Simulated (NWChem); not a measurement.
System: C$_{2}$H$_{7}$ClOSi; SMILES [C@@H](O)(C)[SiH2]Cl

NWChem printed, in part:

```
             Northwest Computational Chemistry Package (NWChem) 7.3.0
             --------------------------------------------------------

 C1  symmetry detected

                             Geometry "geometry" -> ""
                             -------------------------

 Output coordinates in angstroms (scale by  1.889725989 to convert to a.u.)

  No.       Tag          Charge          X              Y              Z
 ---- ---------------- ---------- -------------- -------------- --------------
    1 C                    6.0000    -0.57549438     2.43850301    -0.20528087
    2 C                    6.0000     0.18800868     1.12972098    -0.38604199
    3 O                    8.0000     1.46408292     1.18457598     0.24875224
    4 Si                  14.0000    -0.76674103    -0.41040709     0.25744581
    5 Cl                  17.0000     0.28494487    -2.06481246    -0.15436907
    6 H                    1.0000    -0.82492563     2.59488611     0.84346404
    7 H                    1.0000    -1.49800200     2.41368441    -0.77833411
    8 H                    1.0000     0.02755434     3.27841339    -0.54598312
    9 H                    1.0000     0.43116705     1.01239514    -1.44761279
   10 H                    1.0000     1.33476928     1.42739852     1.17191523
   11 H                    1.0000    -2.07969887    -0.48392794    -0.37675651
   12 H                    1.0000    -0.88830175    -0.28129033     1.71125938

 Effective nuclear repulsion energy (a.u.)     293.9176466169

                                Z-matrix (autoz)
                                --------

 Units are Angstrom for bonds and degrees for angles

[...]

      ----------------------
      Optimization converged
      ----------------------

  Step       Energy      Delta E   Gmax     Grms     Xrms     Xmax
  ---- ---------------- -------- -------- -------- -------- --------
@    9    -903.09980593 -1.1D-07  0.00021  0.00005  0.00026  0.00073
                                     ok       ok       ok       ok

                                Z-matrix (autoz)
                                --------

 Units are Angstrom for bonds and degrees for angles

      Type          Name      I     J     K     L     M      Value     Gradient
      ----------- --------  ----- ----- ----- ----- ----- ---------- ----------
    1 Stretch                  1     2                       1.52949   -0.00000
    2 Stretch                  1     6                       1.08817   -0.00002
    3 Stretch                  1     7                       1.08568   -0.00001
    4 Stretch                  1     8                       1.08465   -0.00002
    5 Stretch                  2     3                       1.41568   -0.00005
    6 Stretch                  2     4                       1.90194   -0.00003
    7 Stretch                  2     9                       1.08380   -0.00009
    8 Stretch                  3    10                       0.94824   -0.00021
    9 Stretch                  4     5                       2.06648   -0.00005
   10 Stretch                  4    11                       1.47101    0.00000
   11 Stretch                  4    12                       1.47250    0.00000
   12 Bend                     1     2     3               111.32535    0.00000
   13 Bend                     1     2     4               112.73392   -0.00007
   14 Bend                     1     2     9               108.61042    0.00006
   15 Bend                     2     1     6               111.54537   -0.00003
   16 Bend                     2     1     7               111.47518    0.00002
   17 Bend                     2     1     8               109.70980    0.00001
   18 Bend                     2     3    10               109.95244    0.00002
   19 Bend                     2     4     5               110.75705    0.00004
   20 Bend                     2     4    11               111.42835    0.00001
   21 Bend                     2     4    12               109.27427   -0.00005
   22 Bend                     3     2     4               110.57983    0.00002
   23 Bend                     3     2     9               104.73079   -0.00003
   24 Bend                     4     2     9               108.48869    0.00002
   25 Bend                     5     4    11               107.54145    0.00007
   26 Bend                     5     4    12               107.54268   -0.00009
   27 Bend                     6     1     7               107.75809    0.00000
   28 Bend                     6     1     8               107.77416    0.00000
   29 Bend                     7     1     8               108.44935    0.00001
   30 Bend                    11     4    12               110.21245    0.00003
   31 Torsion                  1     2     3    10          57.24048   -0.00001
   32 Torsion                  1     2     4     5         170.99072    0.00013
   33 Torsion                  1     2     4    11          51.32105    0.00002
   34 Torsion                  1     2     4    12         -70.71410    0.00001
   35 Torsion                  3     2     1     6         -66.00849    0.00001
   36 Torsion                  3     2     1     7         173.48061    0.00002
   37 Torsion                  3     2     1     8          53.33650   -0.00001
   38 Torsion                  3     2     4     5         -63.66419    0.00010
   39 Torsion                  3     2     4    11         176.66613   -0.00001
   40 Torsion                  3     2     4    12          54.63099   -0.00001
   41 Torsion                  4     2     1     6          58.93105   -0.00001
   42 Torsion                  4     2     1     7         -61.57985   -0.00000
   43 Torsion                  4     2     1     8         178.27604   -0.00003
   44 Torsion                  4     2     3    10         -68.89660    0.00006
   45 Torsion                  5     4     2     9          50.66271    0.00009
   46 Torsion                  6     1     2     9         179.18914    0.00001
   47 Torsion                  7     1     2     9          58.67824    0.00003
   48 Torsion                  8     1     2     9         -61.46587   -0.00000
   49 Torsion                  9     2     3    10         174.42605    0.00004
   50 Torsion                  9     2     4    11         -69.00697   -0.00002
   51 Torsion                  9     2     4    12         168.95788   -0.00003

                         Geometry "geometry" -> "geometry"
                         ---------------------------------

 Output coordinates in angstroms (scale by  1.889725989 to convert to a.u.)

[...]
```

Level: Hartree-Fock/6-31G* (spherical d). 

**Question.** Write an input that gives this output.

**Answer.** One answer among several that fit: the input that was run:
```
start job
memory heap 200 mb stack 900 mb global 1100 mb
geometry units angstroms
  C     -2.431935    -0.643047     0.781841
  C     -1.306945     0.092251     0.059168
  O     -1.209680     1.445924     0.497856
  Si     0.409256    -0.753727     0.250462
  Cl     1.763971     0.235120    -0.844810
  H     -2.206451    -0.740167     1.843096
  H     -2.555222    -1.638086     0.363841
  H     -3.368788    -0.098703     0.676052
  H     -1.573121     0.181156    -0.999638
  H     -1.114696     1.449298     1.456439
  H      0.331683    -2.143737    -0.189232
  H      0.792046    -0.666091     1.661424
end
basis spherical
  * library 6-31g*
end
dft
  xc hfexch
  iterations 150
end
task dft hessian
driver
  maxiter 150
  inhess 2
end
task dft optimize
```
